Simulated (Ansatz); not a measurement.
Job for Ansatz (a program for electronic structure): R-wB97X-V/def2-TZVPP on C3H6O2 (SMILES CCOC=O).

Ansatz 0.2 input:
```yaml
crystal:
  periodic: [false, false, false]
  atoms:
    - {symbol: C, position_ang: [-1.29842775, 0.37355943, 0.27120246]}
    - {symbol: C, position_ang: [-0.35649379, -0.47867121, -0.55326139]}
    - {symbol: O, position_ang: [0.90421905, 0.20253372, -0.78268459]}
    - {symbol: C, position_ang: [1.82974473, 0.09783632, 0.17594385]}
    - {symbol: O, position_ang: [1.72317291, -0.50960532, 1.20518239]}
    - {symbol: H, position_ang: [-1.46316433, 1.34047494, -0.20589560]}
    - {symbol: H, position_ang: [-2.26200273, -0.13131112, 0.36455306]}
    - {symbol: H, position_ang: [-0.89933416, 0.53503511, 1.27194437]}
    - {symbol: H, position_ang: [-0.15350206, -1.43174107, -0.06681439]}
    - {symbol: H, position_ang: [-0.74797182, -0.65751694, -1.55288850]}
    - {symbol: H, position_ang: [2.72375994, 0.65940615, -0.12728165]}
basis:
  gaussian:
    orbitals: def2-TZVPP
hamiltonian:
  xc: {name: wB97X-V}
scf: {lower_state_search: off}
```

The head of its log:

```
WARN ansatz: RAYON_NUM_THREADS=2 ignored (pool sized by the plan → 2); use --threads N
Functional definition: wB97X-V
these checks for a lower state are left out or cut short: stability, starts, cluster_reference, orbital_swaps, neighbouring_geometries, increment
integrals: 0.19 GiB planned
1196 factors; their error is unknown
integrals: 0.22 GiB planned
297 factors; integrals over basis functions are off by at most 9.9e-6 eV
mean field: 1.69 GiB planned
mean field evaluation 1: about -7298.6758 eV, gradient 5.3e1 eV
mean field evaluation 2: about -7298.6513 eV, gradient 5.7e1 eV
```

### Question
Give the final energy of this run.

### Answer
-268.4084 hartree.
